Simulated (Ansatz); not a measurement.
Molecule: sum formula BNH₂Cl₂ (charge 0, singlet). 
Coordinates optimised at B3LYP-D3(BJ)/def2-TZVP (Ansatz, a quantum-chemistry and plane-wave program):
```xyz
6

B     -0.3399    -0.0733     0.0373
Cl     0.1805     1.5754    -0.3440
Cl     0.8739    -1.3479     0.2283
N     -1.6864    -0.3638     0.1851
H     -2.4032     0.3349     0.0837
H     -2.0181    -1.2886     0.4015
```
Charge 0, spin multiplicity 1.

Basis-set convergence of Hartree-Fock and CCSD correlation energies (hartree) with Ansatz. Cores are frozen in the correlated levels unless marked. No spin-orbit coupling. Non-relativistic.

```json
[
 {"basis": "cc-pV(D+d)Z", "functions": "84", "E(HF)": "-999.45908", "E(corr, CCSD)": "-0.56487"},
 {"basis": "cc-pV(T+d)Z", "functions": "166", "E(HF)": "-999.51187", "E(corr, CCSD)": "-0.72637"},
 {"basis": "cc-pV(Q+d)Z", "functions": "298", "E(HF)": "-999.52467", "E(corr, CCSD)": "-0.78053"}
]
```

Extrapolating the two largest sets (X = 3 and 4) as X^-3: E(corr) = (64·(-0.78053) - 27·(-0.72637))/37 = -0.8201 Eh, an estimate of the basis-set limit. The largest set recovers 95.2 % of it, the smallest 68.9 %.
